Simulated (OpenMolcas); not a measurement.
**4d⁴ along the 40-electron sequence**

```
Program             : OpenMolcas 26.06
Method              : MS-CASPT2, IPEA 0.25 Eh, imaginary shift 0.1 Eh
Basis               : ANO-RCC-VTZP
Scalar Hamiltonian  : DKH2, point nucleus
Spin-orbit coupling : state interaction with AMFI integrals over the reference wave functions, term energies averaged over their components
```

Active space for each ion: 4 electrons in 5 orbitals (4d); closed shells correlated by CASPT2: 4s 4p.

Computed levels in cm-1 above ⁵D₀:

```csv
Level,Mo2+,Tc3+,Ru4+,Rh5+,Pd6+,Ag7+
⁵D₁,235,347,491,688,985,1261
⁵D₂,654,946,1310,1782,2460,3070
⁵D₃,1202,1712,2330,3100,4150,5110
⁵D₄,1844,2590,3480,4550,5970,7230
³P₀(1),12300,14700,16750,18450,19990,21810
³P₁(1),13550,16500,19200,21680,24210,26900
³H₄,13810,16040,18210,20170,22090,24340
³H₅,14370,16880,19400,21820,24380,27200
³H₆,14890,17600,20380,23090,26010,29130
weight of ⁵D in the lowest level (%),98,98,97,96,94,92
```

Mixed levels, with the weight of the term that names them: Pd6+ ³H₄ (71 %), Ag7+ ³H₄ (69 %).

Measured, with the error of the calculation in %. Measured levels: Mo2+ from Sugar and Musgrove, J. Phys. Chem. Ref. Data 17, 155 (1988); Ag7+ from Atoms 5, 11 (2017), spectra Ag VII to Ag IX.

```
 Level           Mo2+          Ag7+
   ⁵D₁     242 (-2.8)   1340 (-5.9)
   ⁵D₂     668 (-2.2)   3212 (-4.3)
   ⁵D₃    1224 (-1.8)   5292 (-3.5)
   ⁵D₄    1872 (-1.5)   7443 (-2.8)
³P₀(1)  11149 (+10.3)  21309 (+2.4)
³P₁(1)   12510 (+8.3)  26526 (+1.4)
   ³H₄   12680 (+8.9)  23302 (+4.5)
   ³H₅   13276 (+8.3)  26250 (+3.6)
   ³H₆   13811 (+7.8)  28185 (+3.4)
```

The fine-structure level ⁵D₄ changes by a factor of 3.92 from Mo2+ to Ag7+. Its fourth root runs 6.55, 7.13, 7.68, 8.21, 8.79, 9.22, with steps per unit of Z of 0.58, 0.55, 0.53, 0.58, 0.43; equal steps would mean a (Z - σ)^4 law with constant σ.

³P₀(1) changes by a factor of 1.77 over the same range, with steps per unit of Z of +2400, +2050, +1700, +1540, +1820 cm-1.

Term energies are means over components that CASPT2 splits; among the terms shown or strongly mixed into the levels shown the widest spread is 490 cm-1 (4d⁴ ³H, Tc3+). Terms from blocks run as CI alone lack orbitals of their own. Levels of configurations with an s electron are missing; early in the row they begin among the upper levels of the d shell and mix with terms of their name (holds for Mo2+). The CASPT2 spread within a term exceeds the gap to the next term for 4d⁴ ³P(1) and 4d⁴ ³H, so the order of their levels is uncertain (holds for Mo2+). Measured partners are found by configuration, term and J. A level has none where our copy of the source lacks it or the pairing is in doubt (some pairs that miss far off the trend of their configuration count as doubtful), and it then counts in no deviation. Levels of configurations outside the active space are missing.

A number in round brackets counts repeated terms of one configuration in the order of the reference energies.
